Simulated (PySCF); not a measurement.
First SCF of a structure search on singlet VSCl₃, at a hand-made tetrahedral geometry. PySCF input:

```python
from pyscf import gto, scf, dft
mol = gto.M(atom='''
V      0.000000     0.000000     0.000000
S     -0.000000    -1.682100    -1.189200
Cl     1.902500     0.000000     1.345100
Cl    -1.902500     0.000000     1.345100
Cl     0.000000     1.902500    -1.345100''',
    basis={'V': 'def2-SVP', 'S': 'def2-SVP', 'Cl': 'def2-SVP'},
    charge=0, spin=0)
mf = dft.RKS(mol, xc='PBE0')
mf.grids.atom_grid = (50, 194)
aux = {'V': 'def2-universal-JKFIT', 'S': 'def2-universal-JKFIT', 'Cl': 'def2-universal-JKFIT'}
mf = mf.density_fit(auxbasis=aux)
mf.conv_tol = 1e-08
mf.diis_space = 10
mf.max_cycle = 60
mf.init_guess = 'minao'
mf.verbose = 4
mf.kernel()
```

Excerpt of the output (cycles and frontier levels):

```
init E= -2721.37295830788
  HOMO = -0.359798088041988  LUMO = -0.250295445391762  gap/eV = 2.97972
cycle= 1 E= -2721.35478870643  delta_E= 0.0182  |g|= 0.615  |ddm|= 2.78
  HOMO = -0.314284739366671  LUMO = -0.297218537925168  gap/eV = 0.46439
cycle= 2 E= -2713.33329488674  delta_E= 8.02  |g|= 6.47  |ddm|= 3.27
  HOMO = -0.313471718681823  LUMO = -0.205958046078814  gap/eV = 2.92560
cycle= 3 E= -2721.36863128296  delta_E= -8.04  |g|= 0.615  |ddm|= 2.74
  HOMO = -0.320897554966331  LUMO = -0.196630159545555  gap/eV = 3.38149
cycle= 4 E= -2721.41551458257  delta_E= -0.0469  |g|= 0.411  |ddm|= 0.524
  HOMO = -0.3259890502503  LUMO = -0.194315700886613  gap/eV = 3.58301
cycle= 5 E= -2721.4481706096  delta_E= -0.0327  |g|= 0.139  |ddm|= 0.246
  HOMO = -0.327099065835358  LUMO = -0.18847724761809  gap/eV = 3.77209
cycle= 6 E= -2721.45225621727  delta_E= -0.00409  |g|= 0.0101  |ddm|= 0.0885
  HOMO = -0.327722701775863  LUMO = -0.18941717393269  gap/eV = 3.76349
cycle= 7 E= -2721.45227971924  delta_E= -2.35e-05  |g|= 0.00267  |ddm|= 0.00885
  HOMO = -0.327776395237214  LUMO = -0.189513681383988  gap/eV = 3.76232
cycle= 8 E= -2721.45228239565  delta_E= -2.68e-06  |g|= 0.000994  |ddm|= 0.00374
  HOMO = -0.327732352958084  LUMO = -0.189447449830085  gap/eV = 3.76292
cycle= 9 E= -2721.45228301876  delta_E= -6.23e-07  |g|= 0.000254  |ddm|= 0.00228
  HOMO = -0.327729235140977  LUMO = -0.189402147823455  gap/eV = 3.76407
cycle= 10 E= -2721.45228309305  delta_E= -7.43e-08  |g|= 0.000295  |ddm|= 0.00122
  HOMO = -0.327737952328272  LUMO = -0.18941218793348  gap/eV = 3.76404
cycle= 11 E= -2721.45228311493  delta_E= -2.19e-08  |g|= 4.12e-05  |ddm|= 0.000298
  HOMO = -0.327736834421878  LUMO = -0.189412799681334  gap/eV = 3.76399
cycle= 12 E= -2721.45228311564  delta_E= -7.1e-10  |g|= 4.48e-05  |ddm|= 0.000116
  HOMO = -0.327736357189836  LUMO = -0.189396600807293  gap/eV = 3.76442
Extra cycle  E= -2721.45228309132  delta_E= 2.43e-08  |g|= 0.000344  |ddm|= 0.000215
converged SCF energy = -2721.45228309132
```

No lower solution of this spin was found from smeared starts or by a stability analysis within the restricted form, which does not test spin polarisation.

The search for the lowest solution, 3 starts and the stability check together, took of the order of 70 core-seconds on a shared host.
